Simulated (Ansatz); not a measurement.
Cost and result for the atomization energy of C4H7Ga (12 atoms, 11 bonds).

```xyz
12

C    -0.165   -1.588    0.000
C    -0.509   -0.358   -0.263
C    -0.788    0.887   -0.532
C    -0.786    1.995    0.476
Ga    1.710   -2.092   -0.164
H    -0.932   -2.299    0.303
H    -1.047    1.136   -1.559
H    -1.773    2.463    0.545
H    -0.077    2.778    0.191
H    -0.511    1.628    1.465
H     2.153   -3.565    0.146
H     2.725   -0.984   -0.608
```

The species carries charge 0 and has multiplicity 1. Correlated methods include outer-core shells of Ga, which these sets cover unevenly. Scalar relativity is left out up to krypton. The bonds changed during the relaxation, so this is another structure than the one it started from. The structure was optimised at the PBE0-D4/def2-TZVP level. Program: Ansatz. All runs use 4 threads of an Arm Neoverse V1 on a shared host. Times are those of one run each, without the atoms' runs, and a repeat can differ threefold. Electronic energies, without spin–orbit coupling; frozen cores. CCSD(T)/CBS adds CCSD(T) − MP2 in def2-TZVPP to the MP2 limit, and its time is that of the two runs behind it. T1 = 0.013. With those shells the extrapolation isn't a true limit. HSE06 is the plane-wave form, built on full-range PBE exchange.

CCSD(T)/CBS is a level of theory with its own doubt, some kJ/mol a heavy atom from the limit and from the frozen cores, so smaller differences don't rank the functionals.

```
                          level  functions  wall time
         LDA (SPW92)/def2-TZVPP        270      1.4 s
           revPBE-D4/def2-TZVPP        270      2.1 s
PBE-D4/def2-TZVPP (with forces)        270      2.7 s
             PBE0-D4/def2-TZVPP        270      3.6 s
            BHLYP-D4/def2-TZVPP        270      3.8 s
            HSE06-D4/def2-TZVPP        270        4 s
        CAM-B3LYP-D4/def2-TZVPP        270      4.3 s
          r2SCANh-D4/def2-TZVPP        270        6 s
             ωB97X-V/def2-TZVPP        270      9.5 s
               CCSD(T)/def2-SVP        123       11 s
                 MP2/def2-QZVPP        527       30 s
             CCSD(T)/def2-TZVPP        270    4.5 min
              CCSD(T)/CBS(def2)          –    4.9 min
```

(1) What atomization energy does each give, and how far from CCSD(T)/CBS? (An estimate is asked.)

Results:

(1) Ansatz gave: 
| level | atomization (kJ/mol) | difference from CCSD(T)/CBS | per bond |
| --- | --- | --- | --- |
| LDA (SPW92)/def2-TZVPP | 5210.7 | 655.0 | 59.5 |
| revPBE-D4/def2-TZVPP | 4561.6 | 5.9 | 0.5 |
| PBE-D4/def2-TZVPP (with forces) | 4669.1 | 113.4 | 10.3 |
| PBE0-D4/def2-TZVPP | 4598.2 | 42.5 | 3.9 |
| BHLYP-D4/def2-TZVPP | 4444.7 | -111.0 | -10.1 |
| HSE06-D4/def2-TZVPP | 4601.6 | 45.9 | 4.2 |
| CAM-B3LYP-D4/def2-TZVPP | 4578.0 | 22.3 | 2.0 |
| r2SCANh-D4/def2-TZVPP | 4564.8 | 9.1 | 0.8 |
| ωB97X-V/def2-TZVPP | 4563.2 | 7.5 | 0.7 |
| CCSD(T)/def2-SVP | 4379.3 | -176.4 | -16.0 |
| MP2/def2-QZVPP | 4582.5 | 26.8 | 2.4 |
| CCSD(T)/def2-TZVPP | 4464.7 | -91.0 | -8.3 |
| CCSD(T)/CBS(def2) | 4555.7 | 0.0 | 0.0 |

At CCSD(T), def2-SVP lies −176.4 kJ/mol from the extrapolated value and def2-TZVPP −91.1 kJ/mol: correlation converges slowly with the basis, and small sets miss more of it in the bonded molecule than in its fragments. From r2SCAN to r2SCAN0 (25 % exact exchange), in def2-TZVPP and without D4, the atomization energy moves by −62.0 kJ/mol: exact exchange takes away binding that semilocal exchange gives to molecules. Leaving LDA and LC-ωPBE aside and taking each functional with its dispersion term where it has one, the values spread over 224.4 kJ/mol, from BHLYP-D4 to PBE-D4. LDA lies +565.1 kJ/mol from PBE without D4, its usual overbinding.
